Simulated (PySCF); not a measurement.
B₂F₃H₃Si.
Atom-mapped SMILES: `[F:1][BH:2][SiH2:3][B:4]([F:5])[F:6]` (hydrogens: H7 on B2; H8, H9 on Si3)

Cartesian coordinates in Å at the PBE0-D3(BJ)/def2-SVP level; atoms count from 1:
```
atom  x, y, z in Å
F1    -2.338    1.156   -0.573
B2    -1.704    0.000   -0.491
Si3   -0.046   -0.187    0.682
B4     1.555    0.290   -0.477
F5     2.154    1.463   -0.430
F6     2.019   -0.573   -1.362
H7    -2.131   -0.910   -1.171
H8     0.096   -1.616    1.106
H9    -0.089    0.700    1.885
```

Method: PySCF, PBE0-D3(BJ)/def2-SVP geometry optimisation, gas phase.

Masses are those of the commonest isotopes; rigid-rotor values at the optimised geometry. The values belong to one conformer with, in the numbering `[F:1][BH:2][SiH2:3][B:4]([F:5])[F:6]`, F1–B2–Si3–B4 -89°, B2–Si3–B4–F5 101°.

(1) Give the principal moments of inertia and the rotational constants in MHz.

(2) Classify the top.

(3) What does the inertial defect say?

(4) Give the other two planar moments, Paa and Pbb, and the rms extents of the mass along the axes.

(5) Which lines would a microwave search look for?

Answers

(1) Ia = 120.64, Ib = 382.04, Ic = 397.42 u·Å²; 505379 MHz·u·Å²/I gives A = 4189, B = 1323, C = 1272 MHz.

(2) A near-prolate asymmetric top. Ray's parameter κ = (2B − A − C)/(A − C) = -0.965; −1 is the prolate and +1 the oblate limit.

(3) Not planar: Δ = Ic − Ia − Ib = -105.25 u·Å². For a rigid frame Δ = −2 Σ m c², so Σ m c² = 52.63 u·Å² lies off the ab plane: 7.33 from hydrogen and 45.30 from heavier atoms. The atom farthest from that plane is 2.13 Å away.

(4) Paa = Σ m a² = (Ib + Ic − Ia)/2 = 329.41 and Pbb = Σ m b² = (Ia + Ic − Ib)/2 = 68.01 u·Å². With the mass M = 110.01 u, the rms extents √(P/M) along a, b and c are 1.73, 0.79, 0.69 Å.

(5) The dipole components are |μa| = 0.58 D, |μb| = 0.69 D, |μc| = 0.09 D. Intensities carry the squares of the components, which stand as 0.71 : 1.00 : 0.02 (a : b : c). Some of the stronger lines:

| type | branch | J(Ka,Kc) | MHz | lower level (cm⁻¹) |
| --- | --- | --- | --- | --- |
| b | R | 2(0,2) ← 1(1,1) | 2322 | 0.182 |
| a | R | 1(0,1) ← 0(0,0) | 2594 | 0.000 |
| b | Q | 1(1,0) ← 1(0,1) | 2918 | 0.087 |
| b | Q | 2(1,1) ← 2(0,2) | 2970 | 0.260 |
| a | R | 2(1,2) ← 1(1,1) | 5138 | 0.182 |
| a | R | 2(0,2) ← 1(0,1) | 5188 | 0.087 |
| a | R | 2(1,1) ← 1(1,0) | 5240 | 0.184 |
| b | R | 1(1,1) ← 0(0,0) | 5461 | 0.000 |
| b | R | 2(1,2) ← 1(0,1) | 8004 | 0.087 |
| b | Q | 2(2,0) ← 2(1,1) | 8600 | 0.359 |
| b | Q | 2(2,1) ← 2(1,2) | 8753 | 0.354 |
| b | R | 2(2,1) ← 1(1,0) | 13840 | 0.184 |
| b | R | 2(2,0) ← 1(1,1) | 13891 | 0.182 |

PBE0-D3(BJ)/def2-SVP frequencies: not computed here. No vibrational averaging or centrifugal distortion is included, and the geometry carries the error of its method. Quadrupole hyperfine structure (11B) is left out.

The run took 31 s of wall time on Arm Neoverse V1, one thread, shared host, and the process peaked at 0.41 GiB of memory. These figures are those of the optimisation.
